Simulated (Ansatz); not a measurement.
Relaxation of ClH₇O₂SiSn (12 atoms, charge 0, multiplicity 1), to a largest force component of 0.03 eV/Å in at most 50 steps.

All numbers below come from RKS BHLYP-D4/def2-SVP (Ansatz).

```xyz
12
Properties=species:S:1:pos:R:3:forces:R:3
Sn -0.228 -0.264 -0.118 -0.09 0.09 0.43
H -0.714 -0.005 1.517 0.00 -0.28 -0.49
O 1.733 -0.105 -0.107 0.02 -0.01 0.01
H 2.159 0.028 -0.953 -0.04 0.01 0.02
Cl -1.114 1.373 -1.534 0.00 0.02 -0.01
H -0.666 -1.766 -0.785 0.00 0.01 0.00
O 0.732 2.116 1.721 -0.58 -0.81 0.52
Si 2.389 2.082 1.902 0.02 0.04 -0.02
H 2.854 0.774 2.412 0.00 0.00 0.00
H 3.007 2.426 0.609 0.01 0.00 0.01
H 2.790 3.116 2.890 -0.01 0.00 -0.01
H 0.210 1.461 2.219 0.68 0.94 -0.45
```

Task: Where does it end, and by what steps?

Result: It converged. After 24 steps the energy has fallen by 0.355 eV; Cl5 moved furthest, 0.92 Å.

| step | energy less start (eV) | largest force component (eV/Å) | accepted |
| --- | --- | --- | --- |
| 0 | 0.0000 | 0.942 | yes |
| 1 | -0.0562 | 0.597 | yes |
| 2 | -0.0805 | 0.507 | yes |
| 3 | -0.0978 | 1.233 | yes |
| 4 | -0.1350 | 0.675 | yes |
| 5 | -0.1569 | 0.258 | yes |
| 6 | -0.1656 | 0.186 | yes |
| 7 | -0.1649 | 1.767 | no |
| 8 | -0.1991 | 0.602 | yes |
| 9 | -0.2191 | 0.993 | yes |
| 10 | -0.2496 | 0.800 | yes |
| 11 | -0.2782 | 0.597 | yes |
| 12 | -0.2853 | 0.749 | yes |
| 13 | -0.3339 | 0.235 | yes |
| 14 | -0.3089 | 0.621 | no |
| 15 | -0.3446 | 0.288 | yes |
| 16 | -0.3475 | 0.076 | yes |
| 17 | -0.3494 | 0.065 | yes |
| 18 | -0.3511 | 0.054 | yes |
| 19 | -0.3520 | 0.089 | yes |
| 20 | -0.3527 | 0.078 | yes |
| 21 | -0.3531 | 0.092 | yes |
| 22 | -0.3538 | 0.077 | yes |
| 23 | -0.3542 | 0.048 | yes |
| 24 | -0.3546 | 0.023 | yes |

```xyz
12
Properties=species:S:1:pos:R:3
Sn -0.162 -0.165 0.078
H -0.934 -0.680 1.489
O 1.822 -0.134 0.198
H 2.289 -0.481 -0.559
Cl -1.085 1.854 -0.753
H -0.393 -1.216 -1.257
O 0.705 1.542 1.723
Si 2.356 1.921 1.701
H 3.145 0.856 2.335
H 2.859 2.330 0.379
H 2.434 3.127 2.572
H 0.116 2.282 1.868
```

Whether the end is a true minimum wasn't checked by a vibrational analysis.

The run took 68 s on 4 threads of Arm Neoverse V1, with other jobs on the host, peak memory 0.35 GiB.
